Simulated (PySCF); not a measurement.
Level of theory: PBE-D3(BJ)/def2-TZVP // BP86-D3(BJ)/def2-SVP run with PySCF. Gas-phase values, no solvent. One relaxed conformer stands for a flexible species; it need not be the lowest. 

Reference species: [Hf(Cl)3(OH)] (neutral, multiplicity 1).

| Quantity | Value |
|---|---|
| HOMO–LUMO gap | 5.55 eV |
| HOMO | -7.91 eV |

Changed species: [Hf(OH)4] (4 of 4 Cl replaced by OH; the reference has 1 of 4 Cl replaced by OH).

Problem. Predict the effect on the HOMO–LUMO gap and HOMO.

Solution. the HOMO–LUMO gap goes up by 0.54 eV, to 6.09 eV; the HOMO rises by 1.20 eV, to -6.71 eV.
